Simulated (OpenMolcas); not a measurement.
**Multiplet structure of Ru III**

```yaml
Program: OpenMolcas
Method: "SS-CASPT2, IPEA 0.25 Eh, imaginary shift 0.1 Eh (closed shells correlated: 4s 4p)"
Basis: ANO-RCC-VTZP [7s6p4d2f1g]
Scalar_Hamiltonian: DKH2, point nucleus
Active_space: 6 electrons in 10 orbitals (4d 5d)
State_averaging: 2S+1 = 5 even, 5 roots; 2S+1 = 3 even, 45 roots; 2S+1 = 1 even, 49 roots
Spin-orbit_coupling: state interaction with AMFI integrals over the reference wave functions, term energies averaged over their components
```

With spin-orbit coupling, above the lowest level:

| Configuration | Term | J | E (cm-1) | Measured (cm-1) | Term weight % | Second |
| --- | --- | --- | --- | --- | --- | --- |
| 4d6 | 5D | 4 | 0.0 | 0.0 | 99 |  |
| 4d6 | 5D | 3 | 1112 | 1159 | 99 |  |
| 4d6 | 5D | 2 | 1767 | 1826 | 99 |  |
| 4d6 | 5D | 1 | 2190 | 2266 | 98 |  |
| 4d6 | 5D | 0 | 2390 | 2476 | 98 |  |
| 4d6 | 3P(1) | 2 | 15940 |  | 96 | 2 3D |
| 4d6 | 3H | 4 | 16190 |  | 49 | 26 3F(1) |
| 4d6 | 3H | 6 | 16270 |  | 98 | 2 1I |
| 4d6 | 3H | 5 | 16490 |  | 83 | 17 3G |
| 4d6 | 3F(1) | 4 | 17900 |  | 54 | 43 3H |
| 4d6 | 3F(1) | 3 | 17950 |  | 81 | 18 3G |
| 4d6 | 3F(1) | 2 | 18470 |  | 97 | 2 1D(1) |
| 4d6 | 3P(1) | 1 | 19250 |  | 95 | 3 3D |
| 4d6 | 3G | 5 | 19830 |  | 83 | 17 3H |
| 4d6 | 3P(1) | 0 | 19960 |  | 87 | 12 1S |
| 4d6 | 3G | 4 | 20800 |  | 79 | 14 3F(1) |
| 4d6 | 3G | 3 | 21040 |  | 81 | 18 3F(1) |
| 4d6 | 3D | 2 | 23560 |  | 93 | 3 1D(1) |
| 4d6 | 3D | 1 | 23700 |  | 96 | 4 3P(1) |
| 4d6 | 3D | 3 | 23930 |  | 98 |  |
| 4d6 | 1I | 6 | 24990 |  | 98 | 2 3H |
| 4d6 | 1G(1) | 4 | 26300 |  | 91 | 5 3F(1) |
| 4d6 | 1S | 0 | 28900 |  | 86 | 11 3P(1) |
| 4d6 | 1D(1) | 2 | 30320 |  | 92 | 3 3D |
| 4d6 | 1F | 3 | 33160 |  | 92 | 7 3F(2) |
| 4d6 | 3P(2) | 0 | 37220 |  | 97 | 3 1S |
| 4d6 | 3P(2) | 1 | 38040 |  | 100 |  |
| 4d6 | 3F(2) | 2 | 39450 |  | 99 |  |
| 4d6 | 3F(2) | 4 | 39570 |  | 97 | 2 1G(2) |
| 4d6 | 3F(2) | 3 | 40040 |  | 92 | 6 1F |
| 4d6 | 3P(2) | 2 | 40320 |  | 98 |  |
| 4d6 | 1G(2) | 4 | 45330 |  | 97 | 2 3F(2) |
| 4d6 | 1D(2) | 2 | 58570 |  | 100 |  |

Against the 4 measured excited levels shown (Moore, Atomic Energy Levels, vol. III, NSRDS-NBS 35 (1971 reprint of NBS Circular 467, 1958)) the mean absolute deviation is 66 cm-1; the largest miss in energy is 4d6 5D0: computed 2390, measured 2476 cm-1 (-3.3 %), and the largest in proportion 4d6 5D3 (-4.0 %).

Spin-orbit coupling puts the lowest level 1244 cm-1 below the lowest spin-free term.

A least-squares Racah fit to the terms below 60000 cm-1, each weighted by 2L + 1 and with a free common offset, gives B = 648 cm-1 and C = 3161 cm-1 (C/B = 4.87), with an rms deviation of 454 cm-1.

For 5D the intervals divided by the larger J are -203.5, -212.4, -218.2, -278.0 cm-1. Landé's interval rule makes them equal in pure LS coupling; they differ by 33 % of their mean. The multiplet is inverted.

Term energies are means over components that CASPT2 splits; among the terms shown or strongly mixed into the levels shown the widest spread is 300 cm-1 (4d6 3F(2)). Active for correlation alone: 5d; no level in the range computed is led by a configuration that fills it, so any true level of that kind is missing. Computed and measured levels are paired by configuration, term and J; levels that our copy of the source lacks, or whose pairing is in doubt (as where it misses far off the trend of its configuration), stay unpaired and out of the deviations. Levels of configurations outside the active space are missing. The first state left out of the spin-orbit step lies near 88000 cm-1 above the lowest spin-free state of the reference (among the parities and spins computed), and the list stops at four fifths of that energy or lower.

The CASPT2 steps took 22 min on 1 thread of AMD EPYC 9R45 96-Core Processor (Zen 5), with other jobs on the host; the integral step is not counted.

The term weight is that of the spin-free term in the level, not the purity of its configuration. A number in round brackets counts repeated terms of one configuration in the order of the reference energies.
